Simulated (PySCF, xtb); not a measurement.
SnF4, SMILES [F][Sn]([F])([F])[F].

GFN2-xTB in xtb at its own geometry gives an orbital gap of 3.99 eV and a dipole moment of 0.00 D.

The structure is a stationary point at PBE0-D3(BJ)/def2-SVP. The isomer is the one that the SMILES or the coordinates give; other isomers of the formula were not compared. The def2 effective core potentials stand for the cores of Sn; spin–orbit coupling is left out.

Task: What does PBE/def2-TZVP in PySCF give? (The exact figures need the calculation; the answer reports its results.)

Result: gap 5.31 eV (levels -10.22 and -4.91 eV), dipole 0.00 D.
